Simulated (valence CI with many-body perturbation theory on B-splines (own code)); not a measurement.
# Au LXVI: electric-dipole lines

Computed by valence CI with perturbative core correlation (CI+MBPT): four valence electrons over a frozen Dirac-Fock core [Ne], radial functions for each j: 11 s, 11 p, 10 d, 8 f, 5 g, 2 h, with the one-electron correlation potential Σ1, the two-electron term Σ2, the three-electron term Σ3, Breit, model QED; selected CI, second order for the rest, scaled by the run's own slope (own B-spline code, finite nucleus).

The last digits are not significant, and no measured levels were compared; by estimate large intervals hold to a few tenths of a per cent, small ones and those within an open d or f shell to about a per cent. Among the levels kept, up to 590 cm⁻¹ of a level comes from second order outside the variational space, and about a tenth of that is noise between levels of different J, which matters for small intervals.

Lines 51 to 100 of 565 in falling wavelength, among levels below 2205.6 eV, chosen from the strongest by gf and those to the six lowest levels. Wavelengths and rates use the calculated energies. Electric multipoles are in the length gauge, E1 and E2 with the static RPA response of the core. Weak lines are less certain than strong ones. Lines between different terms over intervals too small for the method are left out, as are lines whose strength nearly cancels. The highest levels of a list are the least certain.

Levels are named by their leading jj configuration (3d3/2^4 stands for four electrons in 3d with j = 3/2), which in mixed levels can hold well under half, so a name can repeat and another be missing. Letters in brackets count levels of one name in rising energy.

| λ vac (nm) | Upper | Lower | A (s⁻¹) | log gf | Branch % |
| --- | --- | --- | --- | --- | --- |
| 5.962 | (3p1/2^2 3p3/2 3d5/2) J=2 | (3s 3p1/2 3p3/2 3d5/2) J=1 [a] | 2.63e+10 | -1.15 | 1.9 |
| 5.948 | (3p1/2^2 3p3/2 3d5/2) J=1 | (3s 3p1/2 3p3/2 3d5/2) J=1 [c] | 5.41e+10 | -1.06 | 3.4 |
| 5.937 | (3p1/2^2 3p3/2 3d5/2) J=2 | (3s 3p1/2 3p3/2 3d5/2) J=3 [b] | 3.37e+10 | -1.05 | 2.4 |
| 5.893 | (3p1/2 3p3/2^3) J=1 | (3s 3p3/2^3) J=2 | 5.90e+10 | -1.04 | 0.8 |
| 5.853 | (3p1/2^2 3p3/2 3d5/2) J=3 | (3s 3p1/2 3p3/2 3d5/2) J=4 [c] | 3.05e+10 | -0.96 | 1.8 |
| 5.815 | (3p1/2^2 3d5/2^2) J=2 | (3s 3p1/2 3d5/2^2) J=3 [a] | 9.08e+10 | -0.64 | 11.0 |
| 5.776 | (3s 3p1/2 3p3/2 3d5/2) J=3 [c] | (3s^2 3p3/2 3d5/2) J=4 | 3.89e+10 | -0.87 | 1.2 |
| 5.774 | (3s 3p1/2^2 3d3/2) J=1 | (3s 3p1/2^2 3p3/2) J=1 | 1.83e+10 | -1.56 | 26.8 |
| 5.741 | (3p1/2^2 3d3/2 3d5/2) J=4 | (3s 3p1/2 3d3/2 3d5/2) J=4 [b] | 3.08e+10 | -0.86 | 5.8 |
| 5.729 | (3p1/2 3p3/2^2 3d5/2) J=3 | (3s 3p3/2^2 3d5/2) J=4 [a] | 5.93e+10 | -0.69 | 1.2 |
| 5.721 | (3p1/2^2 3d5/2^2) J=4 | (3s 3p1/2 3d5/2^2) J=5 | 8.56e+10 | -0.42 | 11.8 |
| 5.708 | (3s 3p1/2^2 3p3/2) J=1 | (3s^2 3p1/2 3p3/2) J=1 | 1.82e+10 | -1.57 | 1.4 |
| 5.689 | (3s 3p1/2 3p3/2 3d5/2) J=4 [c] | (3s^2 3p3/2 3d5/2) J=4 | 2.35e+10 | -0.99 | 1.1 |
| 5.686 | (3s 3p1/2 3p3/2 3d3/2) J=2 [d] | (3s^2 3p3/2 3d3/2) J=3 | 4.11e+10 | -1.00 | 0.5 |
| 5.681 | (3p1/2 3p3/2^2 3d5/2) J=4 | (3s 3p3/2^2 3d5/2) J=5 | 5.25e+10 | -0.64 | 1.4 |
| 5.670 | (3p1/2^2 3d3/2 3d5/2) J=4 | (3s 3p1/2 3d3/2 3d5/2) J=5 | 8.73e+10 | -0.42 | 16.3 |
| 5.609 | (3p1/2 3p3/2^2 3d3/2) J=2 [b] | (3s 3p3/2^2 3d3/2) J=3 [a] | 4.17e+10 | -1.01 | 0.6 |
| 5.593 | (3p1/2^2 3d3/2 3d5/2) J=3 | (3s 3p1/2 3d3/2 3d5/2) J=2 [a] | 2.41e+10 | -1.10 | 5.1 |
| 5.587 | (3p1/2^2 3p3/2 3d5/2) J=4 | (3s 3p1/2 3p3/2 3d5/2) J=5 | 7.68e+10 | -0.49 | 5.4 |
| 5.577 | (3p1/2 3p3/2^2 3d3/2) J=3 [b] | (3s 3p3/2^2 3d3/2) J=4 | 7.23e+10 | -0.63 | 1.1 |
| 5.571 | (3p1/2^2 3p3/2 3d3/2) J=2 | (3s 3p1/2 3p3/2 3d3/2) J=3 [a] | 5.13e+10 | -0.92 | 9.6 |
| 5.570 | (3p1/2 3p3/2^2 3d5/2) J=5 | (3s 3p3/2^2 3d5/2) J=5 | 3.85e+10 | -0.71 | 1.8 |
| 5.566 | (3p1/2^2 3d3/2 3d5/2) J=3 | (3s 3p1/2 3d3/2 3d5/2) J=4 [a] | 7.72e+10 | -0.60 | 16.4 |
| 5.564 | (3s 3p1/2^2 3d3/2) J=2 | (3s 3p1/2^2 3p3/2) J=1 | 9.11e+09 | -1.67 | 13.9 |
| 5.527 | (3p1/2^2 3d3/2^2) J=2 | (3s 3p1/2 3d3/2^2) J=2 [a] | 5.11e+10 | -0.93 | 21.4 |
| 5.527 | (3p1/2^2 3p3/2 3d3/2) J=3 | (3s 3p1/2 3p3/2 3d3/2) J=4 | 9.73e+10 | -0.51 | 5.5 |
| 5.498 | (3p1/2^2 3p3/2^2) J=2 | (3s 3p1/2 3p3/2^2) J=3 | 8.02e+10 | -0.74 | 4.0 |
| 5.463 | (3s 3p1/2 3d3/2 3d5/2) J=2 [a] | (3s 3p1/2 3p3/2 3d5/2) J=3 [b] | 2.89e+10 | -1.19 | 2.4 |
| 5.452 | (3p1/2^2 3p3/2 3d5/2) J=3 | (3s 3p1/2 3p3/2 3d5/2) J=4 [b] | 4.19e+10 | -0.88 | 2.5 |
| 5.410 | (3s^2 3p1/2 3d3/2) J=2 | (3s^2 3p1/2 3p3/2) J=2 | 1.22e+10 | -1.57 | 97.4 |
| 5.393 | (3p1/2^2 3d3/2^2) J=2 | (3p1/2^2 3p3/2 3d3/2) J=3 | 4.73e+10 | -0.99 | 19.8 |
| 5.389 | (3p1/2^2 3d3/2 3d5/2) J=2 | (3p1/2^2 3p3/2 3d5/2) J=3 | 5.66e+10 | -0.91 | 11.2 |
| 5.323 | (3p1/2^2 3d5/2^2) J=4 | (3s 3p1/2 3d5/2^2) J=4 [a] | 1.82e+10 | -1.16 | 2.5 |
| 5.243 | (3p1/2^2 3p3/2 3d3/2) J=1 | (3p1/2^2 3p3/2^2) J=2 | 9.06e+10 | -0.95 | 5.1 |
| 5.184 | (3s^2 3p1/2 3d3/2) J=2 | (3s^2 3p1/2 3p3/2) J=1 | 3.26e+08 | -3.18 | 2.6 |
| 5.084 | (3s 3p1/2^2 3d3/2) J=1 | (3s 3p1/2^2 3p3/2) J=2 | 6.77e+09 | -2.10 | 9.9 |
| 5.029 | (3s 3p1/2 3d3/2 3d5/2) J=4 [b] | (3s 3p1/2 3p3/2 3d5/2) J=4 [b] | 2.46e+10 | -1.08 | 3.4 |
| 5.021 | (3p1/2^2 3p3/2 3d5/2) J=4 | (3s 3p1/2 3p3/2 3d5/2) J=4 [a] | 4.03e+10 | -0.86 | 2.8 |
| 4.921 | (3s 3p1/2^2 3d3/2) J=2 | (3s 3p1/2^2 3p3/2) J=2 | 1.45e+10 | -1.58 | 22.0 |
| 4.798 | (3s^2 3p3/2^2) J=2 | (3s^2 3p1/2 3d3/2) J=2 | 2.35e+08 | -3.39 | 6.9 |
| 4.691 | (3p1/2^2 3d3/2 3d5/2) J=4 | (3p1/2^2 3p3/2 3d5/2) J=4 | 3.50e+10 | -0.98 | 6.5 |
| 4.634 | (3s 3p1/2 3d3/2 3d5/2) J=5 | (3s 3p1/2 3p3/2 3d5/2) J=5 | 2.31e+10 | -1.09 | 5.8 |
| 4.456 | (3s^2 3p1/2 3d3/2) J=1 | (3s^2 3p1/2 3p3/2) J=2 | 7.22e+09 | -2.19 | 0.1 |
| 4.423 | (3s^2 3p3/2^2) J=2 | (3s 3p1/2^2 3p3/2) J=1 | 1.01e+09 | -2.83 | 29.8 |
| 4.302 | (3s^2 3p1/2 3d3/2) J=1 | (3s^2 3p1/2 3p3/2) J=1 | 2.99e+09 | -2.60 | 0.0 |
| 4.100 | (3s^2 3p3/2^2) J=0 | (3s 3p1/2^2 3p3/2) J=1 | 1.22e+09 | -3.51 | 48.6 |
| 4.007 | (3s^2 3p3/2^2) J=2 | (3s 3p1/2^2 3p3/2) J=2 | 8.72e+08 | -2.98 | 25.6 |
| 3.885 | (3s 3p1/2^2 3d5/2) J=3 | (3s^2 3p1/2 3d3/2) J=2 | 9.79e+08 | -2.81 | 0.3 |
| 3.748 | (3s 3p1/2 3d5/2^2) J=4 [a] | (3s 3p1/2 3p3/2 3d5/2) J=3 [c] | 4.93e+10 | -1.03 | 5.4 |
| 3.708 | (3s 3p1/2^2 3d5/2) J=2 | (3s^2 3p1/2 3d3/2) J=2 | 4.30e+08 | -3.35 | 0.1 |

Q: How does gf follow from A for the line at 5.853 nm?

A: gf = 1.4992 × (2J+1)_upper × A / σ², with σ = 1708587 cm⁻¹ and 2J+1 = 7: gf = 0.109.
